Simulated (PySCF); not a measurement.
GaClBr2, SMILES [Cl][Ga]([Br])[Br]. Coordinates come from a B3LYP-D3(BJ)/def2-SVP optimisation.

Question: Give the equilibrium geometry at B3LYP-D3(BJ)/def2-SVP (PySCF confirms it by a frequency run) as bond lengths and angles, and its point group. (Estimate from the structure and the level; the computed values follow.)

Answer: point group C2v.
Atoms: Ga1 Cl2 Br3 Br4. Bonded distances (Å): Ga1–Cl2 2.141, Ga1–Br3 2.279, Ga1–Br4 2.279. Bond angles (°): Cl2–Ga1–Br3 119.5, Cl2–Ga1–Br4 119.5, Br3–Ga1–Br4 120.9.
